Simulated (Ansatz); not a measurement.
Job for Ansatz (an electronic-structure program): R-r2SCAN/def2-TZVPPD on N2 (SMILES N#N) with ghost functions, monomers drawn apart or pushed together. Files ending in .json are basis or fitting sets from the Basis Set Exchange.

Ansatz 0.2 input:
```yaml
crystal:
  periodic: [false, false, false]
  atoms:
    - {symbol: N, position_ang: [0.45464251, -0.31401697, 2.62798527]}
    - {symbol: N, position_ang: [-0.25389777, 0.15301340, 3.31308603]}
basis:
  gaussian:
    orbitals: def2-TZVPPD.json
    ghost_atoms:
      - {symbol: N, position_ang: [-0.15989024, 0.18569666, -0.16589829]}
      - {symbol: H, position_ang: [-0.38509107, 0.33453743, -1.14295921]}
      - {symbol: H, position_ang: [0.76478673, 0.56906909, -0.00636693]}
      - {symbol: H, position_ang: [-0.09523295, -0.81509797, -0.01874501]}
hamiltonian:
  xc: {name: r2SCAN}
scf: {lower_state_search: off}
```

The log:

```
WARN ansatz: RAYON_NUM_THREADS=2 ignored (pool sized by the plan → 2); use --threads N
Functional definition: r2SCAN
these checks for a lower state are left out or cut short: stability, starts, cluster_reference, orbital_swaps, neighbouring_geometries, increment
integrals: 0.05 GiB planned
691 factors; their error is unknown
mean field: 0.47 GiB planned
mean field evaluation 1: about -2978.6117 eV, gradient 2.8e1 eV
mean field evaluation 2: about -2979.1946 eV, gradient 2.1e1 eV
mean field evaluation 4: about -2979.9896 eV, gradient 8.1e-2 eV
mean field evaluation 8: about -2979.9885 eV, gradient 6.7e-3 eV
mean field -2979.98847360 eV, -109.5125564960 hartree, gradient 1.5e-6 eV, S^2 0.000000; 0 other end points of the search recorded, 0 dependent functions left out
reference -2979.98848136 eV, -109.5125567814 hartree; 7, 7 occupied and 155, 155 virtual orbitals, 691 factors
Total energy: -2979.98848136 eV, -109.5125567814 hartree
Checks for a lower state left out: stability, starts, cluster_reference, orbital_swaps, neighbouring_geometries, increment
```

Self-consistency was reached.

Cost: around 0.8 core-seconds (rough).
